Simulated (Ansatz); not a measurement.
Gas-phase electronic energies from Ansatz, PBE0-D4/def2-TZVP geometries. CBS: MP2 limit from def2 TZ/QZ plus the TZ coupled-cluster correction, frozen cores. This one scheme is used for every species. Functionals use def2-TZVPP. Elements past krypton have def2 core potentials. For Cd outer-core shells are correlated without core-valence functions, which leaves a few kJ/mol of doubt a bond. One conformer a species, not always the lowest.

`[CH3][Cd][NH2]` + H₂O → `[CH3][Cd][OH]` + NH₃  (formal hydrolysis of a Cd–N bond)

```json
{"species": "`[CH3][Cd][NH2]`", "ωB97X-V energy (Eh)": "-263.60151"}
{"species": "H₂O", "ωB97X-V energy (Eh)": "-76.43446"}
{"species": "`[CH3][Cd][OH]`", "ωB97X-V energy (Eh)": "-283.48387"}
{"species": "NH₃", "ωB97X-V energy (Eh)": "-56.56247"}
```

Q: Work out ΔE.

A: ΔE = (-283.48387) + (-56.56247) − (-263.60151) − (-76.43446) = -0.01037 Eh = -6.5 kcal/mol. CCSD(T)/CBS gives -5.6 kcal/mol.

Largest T1 diagnostic among the species: 0.014.

Leaving LDA and LC-ωPBE aside and taking each functional with its dispersion term where it has one, the values, not all of them listed here, spread over 2.4 kcal/mol, from B97M-V to PBE-QIDH. LDA lies +1.5 kcal/mol from PBE without D4. From r2SCAN to r2SCAN0 (25 % exact exchange), in def2-TZVPP and without D4, ΔE moves by +0.8 kcal/mol.
